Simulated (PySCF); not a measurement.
Isomers of C7H8O, one GFN2-xTB conformer each. Single-point energies are computed at PBE0/pcSseg-1 (PySCF, gas phase, no added dispersion term), electronic only.

Problem. Rank them by PBE0/pcSseg-1 energy, lowest first (kJ/mol).
A. `[CH2:1]=[CH:2][CH2:3][c:4]1[cH:5][cH:6][o:7][cH:8]1` with C1–C2–C3–C4 121°, C2–C3–C4–C5 -76°
B. `[cH:1]1[cH:2][c:3]([CH:4]2[CH2:5][CH2:6]2)[cH:7][o:8]1` with C2–C3–C4–C5 36°

Solution. A (0.0), B (4.2).

As drawn, the lower has a C=C bond outside aromatic rings, which the higher lacks; the higher has a three-membered ring, which the lower lacks. Neighbours under 10 kJ/mol apart (C=CCc1ccoc1 and c1cc(C2CC2)co1) can change places with a better method, another conformer or zero-point energy. GFN2-xTB itself gives, in the same order: 29.5, 0.0. GFN2-xTB puts c1cc(C2CC2)co1 lowest instead.

Problem. Which frontier levels, dipoles and rotational constants go with these structures?

Solution. 
| SMILES | HOMO (eV, PBE0/pcSseg-1) | LUMO (eV) | dipole (D) | A, B, C (MHz) |
| --- | --- | --- | --- | --- |
| C=CCc1ccoc1 | -6.56 | 0.11 | 0.59 | 5798, 1211, 1095 |
| c1cc(C2CC2)co1 | -6.33 | 0.46 | 0.96 | 6070, 1381, 1234 |
